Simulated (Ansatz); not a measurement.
A structure relaxed at r2SCAN-D4/def2-SVP in Ansatz, charge 0, singlet:

| atom | x (Å) | y (Å) | z (Å) |
| --- | --- | --- | --- |
| Mg1 | 0.0685 | 0.0709 | -1.6186 |
| Mg2 | -1.2675 | 0.4756 | 0.9511 |
| Mg3 | 1.2878 | -0.7203 | 1.7401 |
| Mg4 | -0.0617 | 2.8256 | -0.5089 |
| Mg5 | -0.3809 | -2.6306 | -0.7206 |
| H6 | 0.4451 | -1.5841 | -2.1304 |
| H7 | 0.7971 | 4.2810 | -0.3043 |
| H8 | 2.7672 | -0.4227 | 2.5361 |
| H9 | -1.4046 | -0.6594 | -0.5229 |
| H10 | -0.1959 | 1.7760 | -2.0989 |
| H11 | -1.3794 | -4.0036 | -0.8902 |
| H12 | -1.5698 | 2.1749 | 0.4608 |
| H13 | -0.4919 | -0.2679 | 2.3607 |
| H14 | 0.6224 | 0.7292 | 0.1641 |
| H15 | 0.7635 | -2.0445 | 0.5820 |

Q: Give its formula.

A: the cluster Mg5H10.

Q: Summarise the bond lengths by kind (pairs closer than 1.2 times the sum of covalent radii, bridged metal pairs left out).

A: 17 × H–Mg 1.70 to 2.06 Å.

Another isomer (singlet) lies 0.18 eV lower at PBE0-D4/def2-TZVP; other spin states weren't run for this one.
